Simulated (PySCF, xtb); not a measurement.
AsFH4Si, SMILES [AsH2][SiH2]F.

GFN2-xTB (xtb) at its own geometry gives an orbital gap of 4.84 eV and a dipole moment of 1.84 D.

Geometry: TPSSh-D3(BJ)/def2-SVP.

**Question.** What does PBE/def2-TZVPD run with PySCF give? (The exact figures need the calculation; the answer reports its results.)

**Answer.** gap 5.43 eV (levels -6.70 and -1.27 eV), dipole 1.45 D.
